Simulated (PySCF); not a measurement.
## `C1(C(=C)Cl)=C(C)[C@H]1O`, C$_{6}$H$_{7}$ClO

Geometry:
```csv
atom,x (Å),y (Å),z (Å)
C1,1.686,-0.727,2.049
C2,0.704,-1.019,1.200
Cl3,-0.186,-2.514,1.349
C4,0.284,-0.185,0.131
C5,-0.535,0.077,-0.873
C6,-1.675,-0.286,-1.717
C7,0.490,1.120,-0.574
O8,0.158,2.343,0.025
H9,2.225,0.198,1.948
H10,1.968,-1.389,2.847
H11,-2.447,0.482,-1.652
H12,-1.357,-0.344,-2.759
H13,-2.091,-1.245,-1.413
H14,1.344,1.290,-1.220
H15,-0.574,2.209,0.637
```

Method used: GIAO KT3/pcSseg-1 magnetisability, rotational g tensor and spin-rotation constants, non-relativistic, gas phase in PySCF. Geometry: GFN2-xTB.

Task: What are the magnetisability and the molar susceptibility?

Result: Isotropic -1253 × 10⁻³⁰ J/T², or -75.4 × 10⁻⁶ cm³/mol; principal values -1459, -1192, -1107 × 10⁻³⁰ J/T², anisotropy 319 × 10⁻³⁰ J/T² (root of half the summed squared differences of the principal values). The susceptibility is in cgs units.

Task: Split it along the inertial axes a, b, c into diamagnetic and paramagnetic parts about the centre of mass, with the quadrupole moment.

Result: 
```
axis  χ (10⁻⁶ cm³/mol)  diamagnetic (10⁻⁶ cm³/mol)  paramagnetic (10⁻⁶ cm³/mol)  summed x² of all electrons (Å²)  quadrupole Θ (D Å)
   a             -68.3                      -615.5                        547.2                            227.7               -7.36
   b             -72.8                     -1056.8                        983.9                            123.7               +5.28
   c             -85.2                     -1490.6                       1405.4                             21.4               +2.09
```
Anisotropies 2χaa − χbb − χcc = +21.5 and 2χbb − χaa − χcc = +7.8 × 10⁻⁶ cm³/mol. Θ is traceless in Buckingham's convention.

Task: And the rotational g tensor?

Result: 
```tsv
axis	rotational constant (GHz)	g	nuclear part	electronic part
a	2.4257	-0.0251	0.5985	-0.6236
b	1.1848	-0.0139	0.5338	-0.5477
c	0.8369	-0.0042	0.5484	-0.5526
```
Asymmetric top; isotopes 12C, 35Cl, 1H, 16O; no vibrational averaging.
